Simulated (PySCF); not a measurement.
# Partial charges of `B[C@@H]1CCC=C[C@@]1(C)F`

Compound: C7H12BF.
Cartesian coordinates in Å at the PBE0-D3(BJ)/def2-SVP level; atoms count from 1:
```xyz
21
C7H12BF angstrom
B     -1.242    2.026   -0.353
C     -0.229    0.919    0.052
C      0.959    0.655   -0.873
C      2.081   -0.094   -0.164
C      1.566   -1.184    0.725
C      0.282   -1.311    1.070
C     -0.810   -0.386    0.607
C     -1.748   -1.082   -0.366
F     -1.570   -0.060    1.733
H     -0.852    2.974   -0.999
H     -2.387    2.016    0.031
H      0.166    1.456    0.955
H      1.329    1.603   -1.293
H      0.613    0.057   -1.734
H      2.794   -0.511   -0.895
H      2.677    0.607    0.452
H      2.297   -1.898    1.122
H     -0.042   -2.125    1.727
H     -1.231   -1.322   -1.305
H     -2.610   -0.433   -0.583
H     -2.122   -2.020    0.070
```

Density: PBE0/pcSseg-1 (PySCF); schemes: Mulliken, IAO, Hirshfeld and ESP-fitted. One conformer (not necessarily the lowest) at the PBE0-D3(BJ)/def2-SVP geometry, without solvent, vibrations or thermal averaging.

What partial charge does each atom carry?

In e:

| atom | environment | Mulliken | IAO | Hirshfeld | ESP-fitted |
| --- | --- | --- | --- | --- | --- |
| B1 | three-coordinate boron | +0.203 | +0.055 | +0.151 | +0.173 |
| C2 | sp3 carbon bound to boron | -0.458 | -0.263 | -0.101 | +0.002 |
| C3 | ring CH2 carbon | -0.176 | -0.241 | -0.062 | -0.083 |
| C4 | allylic carbon | -0.159 | -0.262 | -0.068 | -0.078 |
| C5 | alkene CH carbon | -0.150 | -0.143 | -0.040 | -0.069 |
| C6 | alkene CH carbon | -0.082 | -0.180 | -0.065 | -0.573 |
| C7 | sp3 C–F carbon | +0.089 | +0.316 | +0.103 | +0.732 |
| C8 | methyl carbon | -0.189 | -0.420 | -0.127 | -0.606 |
| F9 | alkyl fluorine | -0.335 | -0.338 | -0.111 | -0.349 |
| H10 | B–H hydrogen | -0.015 | +0.005 | -0.060 | -0.106 |
| H11 | B–H hydrogen | +0.015 | +0.017 | -0.057 | -0.099 |
| H12 | methine hydrogen | +0.158 | +0.175 | +0.053 | +0.068 |
| H13 | methylene hydrogen | +0.128 | +0.139 | +0.043 | +0.029 |
| H14 | methylene hydrogen | +0.125 | +0.126 | +0.035 | +0.038 |
| H15 | methylene hydrogen | +0.133 | +0.143 | +0.044 | +0.062 |
| H16 | methylene hydrogen | +0.138 | +0.141 | +0.042 | +0.052 |
| H17 | vinylic hydrogen | +0.103 | +0.146 | +0.047 | +0.120 |
| H18 | vinylic hydrogen | +0.102 | +0.149 | +0.045 | +0.224 |
| H19 | methyl hydrogen | +0.116 | +0.141 | +0.042 | +0.158 |
| H20 | methyl hydrogen | +0.128 | +0.146 | +0.042 | +0.146 |
| H21 | methyl hydrogen | +0.123 | +0.147 | +0.043 | +0.159 |

Mean size of the charges over all atoms: ESP-fitted 0.187 e, IAO 0.176 e, Mulliken 0.149 e, Hirshfeld 0.066 e. Each set sums to the total charge, 0, to within 0.001 e. The IAO scheme counts the electrons in orthogonalised intrinsic atomic orbitals, a minimal basis polarised so that it spans the occupied orbitals exactly.

Lowest charge. The schemes don't all agree: Mulliken C2 (-0.458); IAO C8 (-0.420); Hirshfeld C8 (-0.127); ESP-fitted C8 (-0.606).

Highest charge. The schemes don't all agree: Mulliken B1 (+0.203); IAO C7 (+0.316); Hirshfeld B1 (+0.151); ESP-fitted C7 (+0.732).

How closely do the schemes follow one another over all atoms?

Correlation coefficient and root-mean-square difference: Mulliken with IAO 0.88, 0.097 e; IAO with Hirshfeld 0.87, 0.142 e; Mulliken with Hirshfeld 0.87, 0.118 e; IAO with ESP-fitted 0.79, 0.167 e; Hirshfeld with ESP-fitted 0.78, 0.222 e; Mulliken with ESP-fitted 0.53, 0.233 e.

How many electrons does the Hirshfeld scheme count on C4?

Z − q = 6 − (-0.068) = 6.068.

Sum the charges by element, for elements with more than one atom.

```tsv
element	atoms	Mulliken	IAO	Hirshfeld	ESP-fitted
C	7	-1.125	-1.193	-0.360	-0.674
H	12	+1.256	+1.477	+0.320	+0.851
```

These values come from a run that also computed NMR shieldings. Time: 76 s of wall time; peak memory 1.0 GiB. Hardware: Arm Neoverse N1, one thread, on a shared host.
